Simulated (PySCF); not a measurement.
Species: C3HN2O2Se (charge -1).
Bonds: O1–C2 (double), C2–O3, C2–C4, C4–C5 (aromatic), C5–N6 (aromatic), N6–Se7 (aromatic), Se7–N8 (aromatic), C4–N8 (aromatic). Hydrogens: H9 on C5.

Computed with PySCF at PBE0/def2-SVPD, non-relativistic, on one gas-phase PBE0-D3(BJ)/def2-SVP geometry that isn't relaxed in the solvent. The solvent is an IEF-PCM continuum (Bondi radii, 1.10 Å for H, scaled by 1.2), and excitations are vertical TDDFT with non-equilibrium linear response and a frozen core. Only the electrostatic response of the medium enters. Spin–orbit coupling is left out although an atom past zinc is present.

| run | E − E(gas) (kcal/mol) | HOMO (eV) | HOMO–LUMO gap (eV) | lowest singlet (eV) | static polarisability (au) |
| --- | --- | --- | --- | --- | --- |
| gas | 0.00 | -2.40 | 4.29 | 3.08 | 90.1 |
| P | -46.70 | -6.09 | 5.01 | 3.67 | 110.8 |
| Q | -58.94 | -6.96 | 5.23 | 3.86 | 121.2 |

Q: The runs were made in chloroform and methanol. Which run belongs to which solvent?

A: P = chloroform, Q = methanol. The dielectric constants are 4.711 (chloroform), 32.61 (methanol), and the energy falls further as ε rises. The optical constants n² used for the excitations are 2.09, 1.77 in the same order. In this model the ground state sees the solvent through ε alone.

Q: How constant is the ratio of the lowering to 1 − 1/ε?

A: 
```
   solvent  1 − 1/ε  E − E(gas) (kcal/mol)  ratio (kcal/mol)  polarisation term (kcal/mol)
chloroform    0.788                 -46.70             -59.3                        -48.79
  methanol    0.969                 -58.94             -60.8                        -62.88
```

The ratio changes by +2.6 % in size from chloroform to methanol. The polarisation term is half the interaction of the solute with the induced surface charges.

The values belong to the conformer `[O:1]=[C:2]([O-:3])[c:4]1[cH:5][n:6][se:7][n:8]1`: O1–C2–C4–C5 177°.
